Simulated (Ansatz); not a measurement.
One change: `F[SiH2]OBS` becomes `FCO[SiH2]F`.

Ansatz, PBE0-D4/def2-TZVP geometries, multiplicity 1. Each molecule was computed in one conformer, which needn't be the lowest.

```tsv
property	`F[SiH2]OBS`
size of the dipole moment (ωB97M-V/def2-TZVPP) / D	1.50
HOMO energy (B3LYP/def2-TZVPP) / eV	-7.71
HOMO–LUMO gap (B3LYP/def2-TZVPP) / eV	7.07
LUMO energy (ωB97M-V/def2-TZVPP) / eV	1.53
HOMO–LUMO gap (PBE0/def2-TZVPP) / eV	7.53
LUMO energy (B3LYP/def2-TZVPP) / eV	-0.64
```

Problem. What does the change do to each property? (Estimate.)

Solution. Ansatz gave: 
| property | `FCO[SiH2]F` | shift |
| --- | --- | --- |
| size of the dipole moment (ωB97M-V/def2-TZVPP) / D | 1.04 | -0.46 |
| HOMO energy (B3LYP/def2-TZVPP) / eV | -9.04 | -1.33 |
| HOMO–LUMO gap (B3LYP/def2-TZVPP) / eV | 9.23 | 2.16 |
| LUMO energy (ωB97M-V/def2-TZVPP) / eV | 2.14 | 0.61 |
| HOMO–LUMO gap (PBE0/def2-TZVPP) / eV | 9.72 | 2.19 |
| LUMO energy (B3LYP/def2-TZVPP) / eV | 0.19 | 0.83 |

With PBE0 the HOMO falls by 1.29 eV and the LUMO rises by 0.90 eV, so the gap widens by about 2.19 eV. PBE moves the HOMO by -0.83 eV and ωB97M-V by -1.51 eV. Dipoles are sizes alone; their direction can turn.

B3LYP here is the variant with VWN-RPA as its local correlation; programs differ in this.
